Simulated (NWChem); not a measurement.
CH4FGaO; SMILES [CH3][Ga]([OH])[F]

```xyz
8

Ga     0.0093    -0.0030     0.0000
F     -1.4797     0.9728     0.0000
C     -0.0177    -1.9525     0.0000
H     -0.5538    -2.3154     0.8982
H      1.0157    -2.3463     0.0000
H     -0.5538    -2.3154    -0.8982
O      1.4943     1.0089     0.0000
H      1.2712     1.9589     0.0000
```
Atoms are numbered in this order, from 1.

Results from NWChem. All runs use the structure optimised with PBE-D3(BJ)/def2-SVP.

Question: Taking PBE0/def2-TZVPP as the yardstick, which of these has the fewest basis functions while keeping “highest occupied level (eV)” within 0.2 eV of it: PBE0/def2-SVP; PBE0/def2-TZVP; PBE0/def2-SVPD?

Answer: PBE0/def2-SVPD.
```json
[
 {"level": "PBE0/def2-SVP", "basis functions": "94", "highest occupied level (eV)": "-8.78"},
 {"level": "PBE0/def2-SVPD", "basis functions": "136", "highest occupied level (eV)": "-9.17"},
 {"level": "PBE0/def2-TZVP", "basis functions": "165", "highest occupied level (eV)": "-9.01"},
 {"level": "PBE0/def2-TZVPP", "basis functions": "197", "highest occupied level (eV)": "-9.01"}
]
```

The yardstick is one finite set, not the basis-set limit.
